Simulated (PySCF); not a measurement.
**Computed properties of Al(H)(F)(vinyl) (C2H4AlF), SMILES C=[CH][AlH][F]**

Al(H)(F)(vinyl) (C2H4AlF), SMILES C=[CH][AlH][F]. Geometry: TPSSh-D3(BJ)/def2-SVP. One conformer was computed; it need not be the lowest. All values are computed for the isolated molecule unless a solvent is named; none is compared with measurement here.

**Structure.** The optimised structure has Cs symmetry. All 18 harmonic modes at TPSSh-D3(BJ)/def2-SVP (PySCF) are real, so it is a minimum. With heavy atoms numbered as in [AlH:1]([F:3])[CH:4]=[CH2:5], the shortest bond between them is C4–C5 at 1.349 Å and the longest Al1–C4 at 1.937 Å.

**Vibrations.** The strongest infrared lines (harmonic, unscaled, degenerate partners summed) lie at 535 cm⁻¹ (201 km/mol, H 63 %, Al 19 %, C 16 %), 861 cm⁻¹ (169 km/mol, F 49 %, Al 47 %), 1990 cm⁻¹ (164 km/mol, H 96 %). The softest mode is at 84 cm⁻¹ and the zero-point energy is 32.0 kcal/mol.

**Electronic structure.** r2SCAN/def2-TZVPD (PySCF) places the frontier levels at -7.36 and -2.14 eV, a gap of 5.22 eV, and gives a dipole moment of 2.09 D and a mean polarisability of 51.9 bohr³.

**Excitations.** TDA-ωB97X/def2-SVPD (PySCF) has S1 at 5.67 eV (219 nm, f = 0.000, dark); the most intense of the 10 singlets computed lies at 6.86 eV (f = 0.32). T1 (TDA) is at 4.12 eV, 1.55 eV under S1. No vertical singlet excitation falls in the visible range (under 3.1 eV).

**NMR.** GIAO shifts at B3LYP/pcSseg-1 (PySCF) (non-relativistic, atoms alike by connectivity averaged): ¹³C from 151.3 to 159.8 ppm against TMS; ¹H from 4.8 to 7.0 ppm against TMS; ¹⁹F at -140.7 ppm against CFCl3.
